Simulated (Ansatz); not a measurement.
A search over several starts for the lowest SCF solution of Ni2O2⁺ at the given spin, in a small basis.

```yaml
crystal:
  periodic: [false, false, false]
  atoms:
    - {symbol: Ni, position_ang: [0.221778, 0.709386, 0.963118]}
    - {symbol: Ni, position_ang: [-0.225523, -0.778649, -1.039503]}
    - {symbol: O, position_ang: [0.932823, -0.720688, 0.326321]}
    - {symbol: O, position_ang: [-0.929088, 0.789951, -0.249926]}
basis:
  gaussian: {orbitals: def2-SVP, initial_orbitals: start.molden}
total_charge: 1
magnetization: {spin_polarized: true, initial_magnetization: 1}
hamiltonian: {xc: pbe0, dispersion: d4}
output: {orbitals: {seedname: orbitals}}
```

The file start.molden holds the orbitals of an earlier run on this structure, at another level or in another basis.

```sh
$ ansatz run in.yaml --threads 4 --pin off --events-out ev --progress --plain --max-ram 3916MiB
```

Shortened log:

```
Functional definition: PBE0
918 factors; integrals over basis functions are off by at most 7.0e-4 eV
mean field evaluation 1: about -86139.4134 eV, gradient 3.5e0 eV
mean field evaluation 2: about -86139.6256 eV, gradient 6.3e-1 eV
mean field evaluation 4: about -86139.7940 eV, gradient 1.9e-1 eV
mean field evaluation 8: about -86139.7944 eV, gradient 4.2e-5 eV
mean field evaluation 16: about -86139.7944 eV, gradient 1.2e-5 eV
mean field evaluation 32: about -86138.8323 eV, gradient 3.7e-1 eV
mean field evaluation 64: about -86120.8155 eV, gradient 5.0e1 eV
mean field evaluation 96: about -86111.0355 eV, gradient 6.8e1 eV
mean field evaluation 128: about -86106.3418 eV, gradient 6.7e1 eV
mean field evaluation 160: about -86095.1817 eV, gradient 7.0e1 eV
mean field evaluation 192: about -86100.8670 eV, gradient 7.0e1 eV
mean field evaluation 224: about -86137.9110 eV, gradient 3.3e0 eV
mean field evaluation 256: about -86139.6069 eV, gradient 3.5e-1 eV
mean field evaluation 288: about -86130.6114 eV, gradient 4.2e1 eV
mean field evaluation 320: about -86139.6998 eV, gradient 1.5e-2 eV
mean field evaluation 352: about -86139.4822 eV, gradient 1.8e0 eV
mean field evaluation 384: about -86139.7523 eV, gradient 1.9e-1 eV
mean field evaluation 416: about -86139.3402 eV, gradient 2.8e0 eV
mean field -86139.79440819 eV, -3165.5790568514 hartree, gradient 5.2e-6 eV, S^2 1.813211; 15 other end points of the search recorded, 0 dependent functions left out
reference -86139.79446548 eV, -3165.5790589565 hartree; 36, 35 occupied and 54, 55 virtual orbitals, 918 factors
Total energy: -86139.87359358 eV, -3165.5819668605 hartree
```

Hardware: 4 threads of Arm Neoverse V1 on a shared host. Wall time 56 s.

The charge 1 doublet is spin-contaminated (final ⟨S²⟩ up to 1.81, 0.75 for a pure state). The geometry of the doublet was relaxed on an unsound state (⟨S²⟩ 1.73, where a pure state has 0.75). At PBE0-D4/def2-TZVP a quartet of charge 1 lies 0.14 eV below the doublet, each at its own geometry. That quartet is doubtful there (⟨S²⟩ 4.11, where a pure state has 3.75). The structure comes from a short search, and lower isomers may exist.
